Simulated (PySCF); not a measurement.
Gas-phase reaction: 2 GaH3 + 3 F2 ⇌ Ga2F6 + 3 H2

Method: PySCF energies plus ideal-gas RRHO corrections (1 bar). † marks an energy on the PBE0/def2-TZVP geometry and frequencies. All species are closed-shell singlets. Ga: all electrons, no relativistic terms. GaH3, Ga2F6: computed as isolated molecules; such fragments, hydroxides, amides, oligomers or adducts are transient or little studied in the gas.

HF/def2-TZVP† gives ΔH°(298 K) = -2338 kJ.

### Question
What do BLYP/def2-TZVP†, ωB97X-V/def2-TZVP†, PBE0/def2-SVP† give?

### Answer
BLYP/def2-TZVP†: -2074 kJ; ωB97X-V/def2-TZVP†: -2195 kJ; PBE0/def2-SVP†: -2170 kJ. For scale, ΔH°(298 K) is -2338 kJ at this level, -2196 kJ at ωB97M-V/def2-TZVP†, and runs from -2361 to -2074 kJ over the 18 levels computed.
